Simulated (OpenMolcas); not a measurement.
# 4d8 along the 44-electron sequence

```yaml
Program: OpenMolcas 26.06
Method: RASSCF
Basis: ANO-RCC-VTZP
Scalar_Hamiltonian: DKH2, point nucleus
Spin-orbit_coupling: RASSI with atomic mean-field integrals over the reference wave functions, term energies averaged over their components
```

Active space for each ion: 8 electrons in 9 orbitals (RAS2 4d 5s; RAS3 5p, at most 2 electrons).

Computed levels in cm-1 above 3F4:

```csv
Level,Rh+,Pd2+,Ag3+
3F3,2488,3299,4153
3F2,3870,5037,6199
3P1,13670,17469,19972
3P0,14045,17806,20312
1G4,18436,22027,24811
weight of 3F in the lowest level (%),100,99,99
```

Measured, with the error of the calculation in %. Measured levels: Rh+ from NIST Handbook of Basic Atomic Spectroscopic Data; Pd2+ from Moore, Atomic Energy Levels, vol. III, NSRDS-NBS 35 (1971 reprint of NBS Circular 467, 1958); Ag3+ from the list in Gamrath, thesis, University of Mons (2023).

| Level | Rh+ | Pd2+ | Ag3+ |
| --- | --- | --- | --- |
| 3F3 | 2401 (+3.6) | 3230 (+2.1) | 4172 (-0.5) |
| 3F2 | 3581 (+8.1) | 4687 (+7.5) | 5830 (+6.3) |
| 3P1 | 10515 (+30.0) | 13470 (+29.7) | 15900 (+25.6) |
| 3P0 | 10761 (+30.5) | 13699 (+30.0) | 16092 (+26.2) |
| 1G4 | 14855 (+24.1) | 17880 (+23.2) | 20570 (+20.6) |

The fine-structure level 3F2 changes by a factor of 1.6 from Rh+ to Ag3+. Its fourth root runs 7.89, 8.42, 8.87, with steps per unit of Z of 0.54, 0.45; equal steps would mean a (Z - σ)^4 law with constant σ.

3P1 changes by a factor of 1.46 over the same range, with steps per unit of Z of +3800, +2500 cm-1.

Some high roots are left out of the spin-orbit mixing, which shifts the levels that they would mix with. Without dynamic correlation excited terms often stand tens of per cent too high (terms of higher spin than the ground term too low), and those without a measured partner can miss by more than the paired ones. Terms from blocks run as CI alone lack orbitals of their own. Measured partners are found by configuration, term and J. A level has none where our copy of the source lacks it or the pairing is in doubt (some pairs that miss far off the trend of their configuration count as doubtful), and it then counts in no deviation. Only configurations of the active space appear.
